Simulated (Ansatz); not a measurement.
Single points on B₁₀P₁₀⁺.

```yaml
crystal:
  periodic: [false, false, false]
  atoms:
    - {symbol: B, position_ang: [-1.930764, -1.597276, 0.029509]}
    - {symbol: B, position_ang: [-1.367267, 0.179142, -0.022716]}
    - {symbol: B, position_ang: [-1.284171, 0.796452, 1.696017]}
    - {symbol: B, position_ang: [-0.580888, 1.441525, -0.859724]}
    - {symbol: B, position_ang: [0.470824, -2.327700, -0.775129]}
    - {symbol: B, position_ang: [0.899399, -1.279773, 0.846928]}
    - {symbol: B, position_ang: [1.127240, -0.848359, -0.850619]}
    - {symbol: B, position_ang: [1.592973, 1.827287, -0.713254]}
    - {symbol: B, position_ang: [-0.302450, 2.051493, 1.132155]}
    - {symbol: B, position_ang: [1.931168, 0.127657, 0.388817]}
    - {symbol: P, position_ang: [-3.157799, -0.354801, -0.731584]}
    - {symbol: P, position_ang: [-1.284477, -2.960948, -1.161145]}
    - {symbol: P, position_ang: [-0.871303, -1.043858, 1.582820]}
    - {symbol: P, position_ang: [0.605399, 1.757306, -2.322104]}
    - {symbol: P, position_ang: [-2.941073, 1.278268, 0.863100]}
    - {symbol: P, position_ang: [-1.567668, 2.965437, -0.081799]}
    - {symbol: P, position_ang: [2.344056, 0.306157, -1.791746]}
    - {symbol: P, position_ang: [1.806605, -3.056265, 0.356782]}
    - {symbol: P, position_ang: [2.881134, -1.253757, 1.281644]}
    - {symbol: P, position_ang: [1.629055, 1.992024, 1.132072]}
basis:
  gaussian: {orbitals: def2-TZVP, fitting: {mean_field: def2-universal-jkfit}, initial_orbitals: start.molden}
total_charge: 1
magnetization: {spin_polarized: true, initial_magnetization: 1}
hamiltonian: {xc: pbe0, dispersion: d4}
scf: {omitted_lower_state_checks: [starts]}
output: {orbitals: {seedname: orbitals}}
```

The file start.molden holds the orbitals of an earlier run on this structure, at another level or in another basis.

```sh
$ ansatz run in.yaml --threads 2 --pin off --events-out ev --progress --plain --max-ram 22528MiB --backend cuda --devices 0, --max-vram 18GiB
```

Shortened log:

```
Functional definition: PBE0
2030 factors; integrals over basis functions are off by at most 2.3e-1 eV
mean field evaluation 1: about -99594.7838 eV, gradient 1.8e2 eV
mean field evaluation 2: about -99604.9800 eV, gradient 1.1e1 eV
mean field evaluation 4: about -99605.4212 eV, gradient 5.3e-2 eV
mean field evaluation 8: about -99605.4058 eV, gradient 1.6e-5 eV
mean field -99605.40580482 eV, -3660.4311483584 hartree, gradient 1.6e-5 eV, S^2 0.765672; 0 other end points of the search recorded, 0 dependent functions left out
reference -99605.40584804 eV, -3660.4311499464 hartree; 100, 99 occupied and 580, 581 virtual orbitals, 2030 factors
Total energy: -99607.54540975 eV, -3660.5097773893 hartree
Checks for a lower state left out: starts
```

It took 5.5 s on 2 threads of AMD EPYC 7R13 on a shared host and a share (18 GiB) of an NVIDIA H100 80GB HBM3, peak host memory 1.2 GiB.

The first input with `hamiltonian: {xc: pbe, dispersion: d4}` (abridged; 4.4 s):

```
Functional definition: PBE
mean field -99597.45647286 eV, -3660.1390157970 hartree, gradient 2.5e-5 eV, S^2 0.760556
Total energy: -99599.87252475 eV, -3660.2278040662 hartree
Checks for a lower state left out: starts
```

Geometry: PBE-D4/def2-SVP.

Single mean-field runs in def2-TZVP are fitted with def2-universal-jkfit.
